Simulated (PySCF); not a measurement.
**Ionisation energy of Sb²⁺ by level of theory**

Sb²⁺ [Kr] 4d10 5s2 5p1 (2P) → Sb³⁺ [Kr] 4d10 5s2 (1S), as a difference of total energies. Calculation: PySCF 2.14, in x2c-TZVPPall; the spin-free X2C one-electron Hamiltonian (Gaussian nucleus). Correlated levels: valence: [Kr] 4d10 frozen; valence and next inner shell: [Ar] 3d10 frozen. The calculations carry no spin-orbit coupling.

```
                                method  ionisation energy (eV)
                                   UHF                  24.098
                                   PBE                  24.689
                                  PBE0                  24.719
                                 TPSSh                  24.661
                                   M06                  24.536
                                  BLYP                  24.636
                                B2PLYP                  24.579
                         MP2 (valence)                  24.301
                     SCS-MP2 (valence)                  24.290
    MP2 (valence and next inner shell)                  24.520
SCS-MP2 (valence and next inner shell)                  24.438
```

**Question.** Estimate what LDA gives.

**Answer.** 24.917 eV, closest to PBE0 among the rows shown.

**Question.** Estimate what r2SCAN gives.

**Answer.** 24.814 eV, closest to PBE0 among the rows shown.

A first-order spin-orbit estimate (lowest level to lowest level, LS coupling) adds 0.468 eV.

Errors of the correlated levels include the incompleteness of this basis and the frozen core.

For comparison: 25.323 eV (measured; NIST Atomic Spectra Database, ionization energies).
